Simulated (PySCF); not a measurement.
Excitation energy of C by level of theory

C [He] 2s2 2p2 (3P) → C [He] 2s1 2p2 3s1 (5P), as a difference of total energies. Calculation: PySCF 2.14, in x2c-QZVPPall with one added diffuse shell each of s, p, d, f type (8s5p4d3f1g, 73 functions); scalar relativity by spin-free X2C-1e. Correlated levels: valence: 1s2 frozen; valence and next inner shell: nothing frozen. The calculations carry no spin-orbit coupling.

```csv
method,excitation energy (eV)
UHF,11.026
LDA,12.774
PBE,12.650
PBE0,12.592
r2SCAN,12.406
MN15,13.030
LC-wPBE,12.884
B3LYP,13.135
M06-L,13.019
MP2 (valence),12.529
SCS-MP2 (valence),12.904
MP2 (valence and next inner shell),12.536
SCS-MP2 (valence and next inner shell),12.909
```

Task: How much does correlation contribute at MP2 (valence and next inner shell)?

Result: 12.536 − (11.026) = 1.510 eV, measured against UHF.

The upper state lies above the first ionisation limit, but in LS coupling its spin forbids autoionisation to the ground ion. A Rydberg-like electron needs more diffuse functions than a valence basis has.

The promoted electron is Rydberg-like, and one or two diffuse shells describe it only roughly, which tends to raise the upper state.
